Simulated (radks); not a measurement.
Problem. P3+, 12 electrons, occupied as [Ne] 3s1 4f1 (not the ground configuration). All-electron calculation, scalar-relativistic Kohn-Sham, r2SCAN, spin-unpolarised, spherical densities, finite nucleus; meta-GGA in the generalised Kohn-Sham scheme; Fermi nuclear charge, rms radius 3.1889 fm. Program: a radial shooting solver on a logarithmic mesh with Libxc functionals. Some entries of the table are withheld. Estimate them.

orbital,occ.,eigenvalue (Ry),<r> (bohr),r(max) (bohr)
1s,2,(1),(2),0.06765
2s,2,-16.74006,0.5151,0.4173
2p,6,-12.96521,0.4802,0.3535
3s,1,-3.77394,(3),1.445
3p,0,-2.97048,1.775,1.551
3d,0,-1.91124,2.078,1.698
4s,0,-1.50325,3.653,(4)
4f,1,-0.83430,4.451,(5)
5f,0,-0.47350,7.877,8.139

Solution. 
(1) 1s eigenvalue (Ry): -157.8961
(2) 1s <r> (bohr): 0.1036
(3) 3s <r> (bohr): 1.628
(4) 4s r(max) (bohr): 3.484
(5) 4f r(max) (bohr): 3.971
